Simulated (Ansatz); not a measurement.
`[SiH3]C=C=C[SiH3]` + `[OH][Cd][F]` → `[F][Cd][O][SiH3]` + `C=C=C[SiH3]` at 298.15 K and 1 bar (ligand exchange at the Si–C bond).

Program: Ansatz. Geometries: PBE0-D4/def2-TZVP. ΔE: electronic, gas phase. CCSD(T)/CBS is the MP2 limit (def2-TZVPP, def2-QZVPP) plus CCSD(T) − MP2 in def2-TZVPP, frozen cores. def2 core potentials past Kr. For Cd outer-core shells are correlated without core-valence functions, which leaves a few kJ/mol of doubt a bond. Each species was taken in one conformer, which may not be the lowest.

```json
{"species": "`[SiH3]C=C=C[SiH3]`", "CCSD(T)/CBS energy (Eh)": "-697.06408", "H − E (kJ/mol)": "251.1", "S (J/(mol·K))": "365.2"}
{"species": "`[OH][Cd][F]`", "CCSD(T)/CBS energy (Eh)": "-343.29729", "H − E (kJ/mol)": "51.4", "S (J/(mol·K))": "287.2"}
{"species": "`[F][Cd][O][SiH3]`", "CCSD(T)/CBS energy (Eh)": "-633.61664", "H − E (kJ/mol)": "99.9", "S (J/(mol·K))": "354.9"}
{"species": "`C=C=C[SiH3]`", "CCSD(T)/CBS energy (Eh)": "-406.77843", "H − E (kJ/mol)": "204.1", "S (J/(mol·K))": "312.4"}
```

H − E and S are ideal-gas, rigid-rotor, harmonic terms from PBE0-D4/def2-TZVP, for one conformer and one mirror image of each species. 1 Eh = 2625.50 kJ/mol, R = 8.31446 J/(mol·K).

Q: By hand: ΔE, ΔH, ΔS and ΔG.

A: ΔE = (-633.61664) + (-406.77843) − (-697.06408) − (-343.29729) = -0.03370 Eh = -88.5 kJ/mol. Δ(H − E) = 99.9 + 204.1 − 251.1 − 51.4 = 1.5, so ΔH = -87.0 kJ/mol. ΔS = 354.9 + 312.4 − 365.2 − 287.2 = 14.9 J/(mol·K). ΔG = -87.0 − 298.15 × (14.9)/1000 = -91.4 kJ/mol.

Q: By hand: the equilibrium constant, and the temperature at which ΔG would vanish if ΔH and ΔS stayed fixed.

A: log₁₀ K = −ΔG/(RT ln 10) = 16.0. ΔH and −TΔS have one sign here, so there is no such temperature.

The number of gas molecules stays the same, so ΔS is small and ΔH decides. A doubt of 5 kJ/mol in ΔE shifts log₁₀ K by 0.9 here. Other conformers and mirror images would add mixing entropy, several J/(mol·K) or more a flexible species. Modes under 60 cm⁻¹, often nearly free rotors, make the harmonic entropy too high. These are equilibria of isolated gas molecules and say nothing of rates. Largest T1 diagnostic: 0.017 (customary marks: 0.02 for closed shells, 0.045 for open ones).
